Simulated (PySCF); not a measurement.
Species: n-propyl bromide, C₃H₇Br.
Atom-mapped SMILES: `[CH3:1][CH2:2][CH2:3][Br:4]` (hydrogens: H5, H6, H7 on C1; H8, H9 on C2; H10, H11 on C3)

Method: core-valence-separated Tamm–Dancoff BHandHLYP/aug-pcX-1 (pcseg-1 on H, def2-SVPD on Br) in PySCF, non-relativistic, gas phase, PBE0-D3(BJ)/def2-SVP geometry.

Computed carbon K-edge spectrum, Gaussian lines of 0.8 eV full width, highest printed point 100; it ends one width below the last computed root. The energies are unshifted.

```json
{"photon energy (eV)": "283.1", "absorption": "1"}
{"photon energy (eV)": "283.2", "absorption": "1"}
{"photon energy (eV)": "283.3", "absorption": "3"}
{"photon energy (eV)": "283.4", "absorption": "6"}
{"photon energy (eV)": "283.5", "absorption": "12"}
{"photon energy (eV)": "283.6", "absorption": "20"}
{"photon energy (eV)": "283.7", "absorption": "32"}
{"photon energy (eV)": "283.8", "absorption": "46"}
{"photon energy (eV)": "283.9", "absorption": "62"}
{"photon energy (eV)": "284.0", "absorption": "75"}
{"photon energy (eV)": "284.1", "absorption": "85"}
{"photon energy (eV)": "284.2", "absorption": "87"}
{"photon energy (eV)": "284.3", "absorption": "82"}
{"photon energy (eV)": "284.4", "absorption": "71"}
{"photon energy (eV)": "284.5", "absorption": "57"}
{"photon energy (eV)": "284.6", "absorption": "42"}
{"photon energy (eV)": "284.7", "absorption": "29"}
{"photon energy (eV)": "284.8", "absorption": "20"}
{"photon energy (eV)": "284.9", "absorption": "15"}
{"photon energy (eV)": "285.0", "absorption": "14"}
{"photon energy (eV)": "285.1", "absorption": "17"}
{"photon energy (eV)": "285.2", "absorption": "23"}
{"photon energy (eV)": "285.3", "absorption": "30"}
{"photon energy (eV)": "285.4", "absorption": "39"}
{"photon energy (eV)": "285.5", "absorption": "49"}
{"photon energy (eV)": "285.6", "absorption": "59"}
{"photon energy (eV)": "285.7", "absorption": "69"}
{"photon energy (eV)": "285.8", "absorption": "78"}
{"photon energy (eV)": "285.9", "absorption": "86"}
{"photon energy (eV)": "286.0", "absorption": "93"}
{"photon energy (eV)": "286.1", "absorption": "98"}
{"photon energy (eV)": "286.2", "absorption": "100"}
{"photon energy (eV)": "286.3", "absorption": "99"}
{"photon energy (eV)": "286.4", "absorption": "96"}
{"photon energy (eV)": "286.5", "absorption": "90"}
{"photon energy (eV)": "286.6", "absorption": "83"}
{"photon energy (eV)": "286.7", "absorption": "76"}
{"photon energy (eV)": "286.8", "absorption": "71"}
{"photon energy (eV)": "286.9", "absorption": "68"}
```

Assign the maxima to core holes.

2 maxima:
- 284.2 eV: C3 (sp3 C–Br carbon), 284.18 eV, f = 0.067, 100 % of the height at the exact maximum
- 286.2 eV: C2 (chain CH2 carbon), 286.43 eV, f = 0.030, 32 % of the height at the exact maximum; C1 (methyl carbon), 285.98 eV, f = 0.023, 23 % of the height at the exact maximum; C1 (methyl carbon), 286.41 eV, f = 0.011, 13 % of the height at the exact maximum; C2 (chain CH2 carbon), 286.09 eV, f = 0.010, 12 % of the height at the exact maximum

Further lines of some strength in the range: C1, 285.43 eV, f = 0.010; C2, 285.67 eV, f = 0.017; C1, 286.22 eV, f = 0.008; C1, 286.86 eV, f = 0.007.

Roots within 0.03 eV on the same or equivalent atoms count as one line; shares under 12 % aren't listed.

Vibrational structure and lifetime widths aren't in the curve. The ionisation threshold wasn't computed; near and above it a finite basis only mimics Rydberg series and continuum. The BHandHLYP/aug-pcX-1 (pcseg-1 on H, def2-SVPD on Br) calculation is non-relativistic and has no spin–orbit coupling, an omission that weighs most on bromine.

Conformer computed: `[CH3:1][CH2:2][CH2:3][Br:4]`: C1–C2–C3–Br4 64°.

One conformer stands for the species.
